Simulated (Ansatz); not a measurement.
Consider the ligand exchange at the Si–N bond: `[NH2][GeH2][NH][SiH](N)F` + `N[SiH](O)O` → `N[Si@H](F)O[Si@@H](N)O` + `[NH2][GeH2][NH2]`.

Computed with Ansatz on PBE0-D4/def2-TZVP structures; ΔE is electronic, products minus reactants. CCSD(T)/CBS is the MP2 limit (def2-TZVPP, def2-QZVPP) plus CCSD(T) − MP2 in def2-TZVPP, frozen cores. This one scheme is used for every species. DFT in def2-TZVPP. For Ge outer-core shells are correlated without core-valence functions, which leaves a few kJ/mol of doubt a bond. Scalar relativity is left out up to krypton. Each species was taken in one conformer, which may not be the lowest.

```json
{"level": "PBE-D4", "ΔE (kJ/mol)": "-39.3", "difference from CCSD(T)/CBS": "6.6"}
{"level": "B2PLYP", "ΔE (kJ/mol)": "-49.5", "difference from CCSD(T)/CBS": "-3.6"}
{"level": "PBE", "ΔE (kJ/mol)": "-42.0", "difference from CCSD(T)/CBS": "3.9"}
{"level": "r2SCAN", "ΔE (kJ/mol)": "-48.2", "difference from CCSD(T)/CBS": "-2.3"}
{"level": "PBE0", "ΔE (kJ/mol)": "-44.8", "difference from CCSD(T)/CBS": "1.1"}
{"level": "MP2/def2-TZVPP", "ΔE (kJ/mol)": "-42.7", "difference from CCSD(T)/CBS": "3.2"}
{"level": "CCSD(T)/def2-TZVPP", "ΔE (kJ/mol)": "-44.6", "difference from CCSD(T)/CBS": "1.3"}
{"level": "HF/def2-QZVPP", "ΔE (kJ/mol)": "-66.6", "difference from CCSD(T)/CBS": "-20.7"}
{"level": "MP2/def2-QZVPP", "ΔE (kJ/mol)": "-44.1", "difference from CCSD(T)/CBS": "1.8"}
{"level": "SCS-MP2/def2-QZVPP", "ΔE (kJ/mol)": "-48.5", "difference from CCSD(T)/CBS": "-2.6"}
{"level": "CCSD(T)/CBS", "ΔE (kJ/mol)": "-45.9", "difference from CCSD(T)/CBS": "0"}
```

Largest T1 diagnostic among the species: 0.011.

The D4 term adds +4.4 kJ/mol with B3LYP and +2.2 kJ/mol with PBE0; it sums over pairs of atoms, weighted by their polarisabilities, and B3LYP, whose exchange is more repulsive, gets the larger term. In def2-TZVPP, CCSD(T) changes the Hartree–Fock value by +20.0 kJ/mol (the triples alone add +3.2 kJ/mol) and MP2 by +21.9 kJ/mol.

B3LYP here is the variant with VWN-RPA as its local correlation; programs differ in this.
